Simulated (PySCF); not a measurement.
phosphoric acid (H₃O₄P), singlet, at a GFN2-xTB geometry; CCSD(T)/STO-3G (PySCF).

Here is a job for PySCF.
```python
from pyscf import gto, scf, cc

mol = gto.Mole()
mol.atom = '''
    O     0.49639997    0.07749188    1.46274063
    P     0.07763513   -0.00187854   -0.06678288
    O     1.18776102   -0.02874031   -1.02172942
    O    -0.88586825   -1.26330432   -0.10643158
    O    -0.92691551    1.21766505   -0.22393643
    H     1.27103163    0.62878945    1.55130795
    H    -0.37287092   -2.04878771   -0.28441190
    H    -1.03370548    1.42327804   -1.15029845
'''
mol.basis = 'sto-3g'
mol.verbose = 4
mol.build()

mf = scf.RHF(mol)
mf.kernel()

mycc = cc.CCSD(mf)
mycc.kernel()
et = mycc.ccsd_t()
print('E(CCSD(T)) = %.10f' % (mycc.e_tot + et))
```

Output, abridged:

```
PySCF version 2.14.0

[INPUT] verbose = 4
[INPUT] num. atoms = 8
[INPUT] num. electrons = 50
[INPUT] charge = 0
[INPUT] spin (= nelec alpha-beta = 2S) = 0
[INPUT] symmetry False subgroup None
[INPUT] Mole.unit = angstrom
[INPUT] Symbol           X                Y                Z      unit          X                Y                Z       unit  Magmom
[INPUT]  1 O      0.496399970000   0.077491880000   1.462740630000 AA    0.938059991542   0.146438430078   2.764179181974 Bohr   0.0
[INPUT]  2 P      0.077635130000  -0.001878540000  -0.066782880000 AA    0.146709133345  -0.003549926114  -0.126201353010 Bohr   0.0
[INPUT]  3 O      1.187761020000  -0.028740310000  -1.021729420000 AA    2.244543029234  -0.054311314635  -1.930788777211 Bohr   0.0
[INPUT]  4 O     -0.885868250000  -1.263304320000  -0.106431580000 AA   -1.674048374948  -2.387299176780  -0.201126537205 Bohr   0.0
[INPUT]  5 O     -0.926915510000   1.217665050000  -0.223936430000 AA   -1.751616454512   2.301053455955  -0.423178522013 Bohr   0.0
[INPUT]  6 H      1.271031630000   0.628789450000   1.551307950000 AA    2.401901676360   1.188239850516   2.931547160360 Bohr   0.0
[INPUT]  7 H     -0.372870920000  -2.048787710000  -0.284411900000 AA   -0.704623918615  -3.871647659275  -0.537460597567 Bohr   0.0
[INPUT]  8 H     -1.033705480000   1.423278040000  -1.150298450000 AA   -1.953420250662   2.689605694708  -2.173749032012 Bohr   0.0

nuclear repulsion = 281.653592189496
number of shells = 20
number of NR pGTOs = 96
number of NR cGTOs = 32
basis = sto-3g
ecp = {}

******** <class 'pyscf.scf.hf.RHF'> ********
method = RHF
initial guess = minao
damping factor = 0
level_shift factor = 0
DIIS = <class 'pyscf.scf.diis.CDIIS'>
diis_start_cycle = 1
diis_space = 8
diis_damp = 0
SCF conv_tol = 1e-09
SCF conv_tol_grad = None
SCF max_cycles = 50
direct_scf = True
direct_scf_tol = 1e-13
Set gradient conv threshold to 3.16228e-05
Initial guess from minao.
init E= -635.280822696088
  HOMO = -0.463274619046053  LUMO = 0.191459893302422  gap/eV = 17.81623
cycle= 1 E= -633.662696378211  delta_E= 1.62  |g|= 0.759  |ddm|= 3.78
  HOMO = -0.153644918086376  LUMO = 0.43149617924037  gap/eV = 15.92250
cycle= 2 E= -633.870558621812  delta_E= -0.208  |g|= 0.226  |ddm|= 1.53
  HOMO = -0.292741357598127  LUMO = 0.452709268930625  gap/eV = 20.28474
cycle= 3 E= -633.88670859808  delta_E= -0.0161  |g|= 0.0651  |ddm|= 0.405
  HOMO = -0.276550064031323  LUMO = 0.438136908202819  gap/eV = 19.44762
cycle= 4 E= -633.8883754673  delta_E= -0.00167  |g|= 0.0179  |ddm|= 0.122
  HOMO = -0.286194305028582  LUMO = 0.438629887463104  gap/eV = 19.72347
cycle= 5 E= -633.888620712138  delta_E= -0.000245  |g|= 0.00471  |ddm|= 0.0559
  HOMO = -0.285112422258199  LUMO = 0.439269605128599  gap/eV = 19.71144
cycle= 6 E= -633.888641292652  delta_E= -2.06e-05  |g|= 0.000806  |ddm|= 0.0202
  HOMO = -0.285410059608116  LUMO = 0.439367407171338  gap/eV = 19.72220
cycle= 7 E= -633.888641865584  delta_E= -5.73e-07  |g|= 0.000123  |ddm|= 0.00344
  HOMO = -0.285440220756845  LUMO = 0.439344347953146  gap/eV = 19.72239
cycle= 8 E= -633.888641878368  delta_E= -1.28e-08  |g|= 1.75e-05  |ddm|= 0.000495
  HOMO = -0.285447369751469  LUMO = 0.439345100781441  gap/eV = 19.72261
cycle= 9 E= -633.888641878593  delta_E= -2.24e-10  |g|= 2.98e-06  |ddm|= 5.44e-05
  HOMO = -0.285447340124653  LUMO = 0.439344787515701  gap/eV = 19.72260
Extra cycle  E= -633.888641878598  delta_E= -5.68e-12  |g|= 1.31e-06  |ddm|= 6.57e-06
converged SCF energy = -633.888641878598

******** <class 'pyscf.cc.ccsd.CCSD'> ********
CC2 = 0
CCSD nocc = 25, nmo = 32
max_cycle = 50
direct = 0
conv_tol = 1e-07
conv_tol_normt = 1e-05
diis_space = 6
diis_start_cycle = 0
diis_start_energy_diff = 1e+09
Init t2, MP2 energy = -634.070140360085  E_corr(MP2) -0.181498481486281
Init E_corr(CCSD) = -0.181498481487134
cycle = 1  E_corr(CCSD) = -0.198086883683368  dE = -0.0165884022  norm(t1,t2) = 0.075146
cycle = 2  E_corr(CCSD) = -0.211184812739657  dE = -0.0130979291  norm(t1,t2) = 0.0247041
cycle = 3  E_corr(CCSD) = -0.211962016103679  dE = -0.000777203364  norm(t1,t2) = 0.0135551
cycle = 4  E_corr(CCSD) = -0.214868415924267  dE = -0.00290639982  norm(t1,t2) = 0.00569695
cycle = 5  E_corr(CCSD) = -0.214802635831983  dE = 6.57800923e-05  norm(t1,t2) = 0.0010583
cycle = 6  E_corr(CCSD) = -0.214740347411407  dE = 6.22884206e-05  norm(t1,t2) = 0.000377475
cycle = 7  E_corr(CCSD) = -0.214740239244489  dE = 1.08166918e-07  norm(t1,t2) = 8.70426e-05
cycle = 8  E_corr(CCSD) = -0.214740536670115  dE = -2.97425626e-07  norm(t1,t2) = 2.90911e-05
cycle = 9  E_corr(CCSD) = -0.214740981115557  dE = -4.44445442e-07  norm(t1,t2) = 1.11053e-05
cycle = 10  E_corr(CCSD) = -0.214740958673738  dE = 2.2441819e-08  norm(t1,t2) = 3.25601e-06
CCSD converged
E(CCSD) = -634.103382837272  E_corr = -0.214740958673738
CCSD(T) correction = -0.00973605306788247
E(CCSD(T)) = -634.1131188903
```
